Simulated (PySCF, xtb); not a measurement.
Si(I)3(OH) (HI₃OSi), SMILES I[Si](I)(O)I.

GFN2-xTB run with xtb at its own geometry gives an orbital gap of 4.79 eV and a dipole moment of 3.97 D.

Geometry: PBE-D3(BJ)/def2-SVP. The def2 effective core potentials stand for the cores of I; spin–orbit coupling is left out. Other conformers were not sampled.

### Question
What does ωB97X/def2-TZVP run with PySCF give? (Estimate from the structure and the level; the computed values follow.)

### Answer
gap 9.51 eV (levels -9.77 and -0.27 eV), dipole 1.21 D.
